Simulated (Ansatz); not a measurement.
Ansatz results at the PBE0-D4/def2-TZVP geometry: HOMO energy (PBE/def2-TZVPP) -6.85 eV; size of the dipole moment (B3LYP/def2-TZVPP) 2.53 D; size of the dipole moment (ωB97M-V/def2-TZVPP) 2.56 D.

Each molecule was computed in one conformer, which needn't be the lowest.

(1) Which molecule gave them?
A. `[SiH3]OB(O[SiH3])O[SiH3]`
B. `CN(C)BF`
C. `COB(Br)Br`
D. `BC=C`

## Answers

(1) C. The others give `[SiH3]OB(O[SiH3])O[SiH3]`: -7.58, 0.00, 0.00; `CN(C)BF`: -6.02, 2.37, 2.32; `BC=C`: -7.49, 1.34, 1.29.

B3LYP here is the variant with VWN-RPA as its local correlation; programs differ in this.
